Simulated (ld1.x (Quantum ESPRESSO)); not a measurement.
## Reading a pseudo-wave (phosphorus)

Columns: radius, all-electron u(r) and pseudo u(r) of the 3s shell (level -14.33 eV) of phosphorus in the configuration [Ne] 3s1.5 3p3.5; PBE, scalar-relativistic, PAW scheme, ld1.x (Quantum ESPRESSO) 7.5.

| r (bohr) | all-electron | pseudo |
| --- | --- | --- |
| 0.090 | 0.1456 | 0.0128 |
| 0.180 | -0.1316 | 0.0289 |
| 0.270 | -0.3265 | 0.0514 |
| 0.360 | -0.3766 | 0.0826 |
| 0.450 | -0.3172 | 0.1240 |
| 0.540 | -0.1939 | 0.1761 |
| 0.630 | -0.0419 | 0.2382 |
| 0.720 | 0.1152 | 0.3086 |
| 0.810 | 0.2635 | 0.3845 |
| 0.900 | 0.3952 | 0.4628 |
| 0.990 | 0.5070 | 0.5395 |
| 1.080 | 0.5983 | 0.6110 |
| 1.170 | 0.6703 | 0.6736 |
| 1.260 | 0.7242 | 0.7245 |
| 1.350 | 0.7616 | 0.7616 |
| 1.440 | 0.7844 | 0.7844 |
| 1.530 | 0.7946 | 0.7946 |
| 1.620 | 0.7942 | 0.7942 |
| 1.710 | 0.7851 | 0.7851 |
| 1.800 | 0.7690 | 0.7690 |
| 1.890 | 0.7473 | 0.7473 |
| 1.980 | 0.7215 | 0.7215 |
| 2.070 | 0.6927 | 0.6927 |
| 2.160 | 0.6617 | 0.6617 |
| 2.250 | 0.6294 | 0.6294 |
| 2.340 | 0.5964 | 0.5964 |

(1) How many radial nodes do the two functions have?

(2) At about which radius was the pseudo-wave matched?

(3) Is the pseudo-wave norm-conserving?

Results:

(1) The all-electron 3s function has n − l − 1 = 2; the pseudo-wave has 0, since the states of the same l below it are removed with the core.

(2) 1.35 bohr, where the columns begin to agree (steps of 0.09 bohr).

(3) No, it belongs to a PAW set: the norm inside the radius is not constrained, and the difference is carried by the augmentation charge.
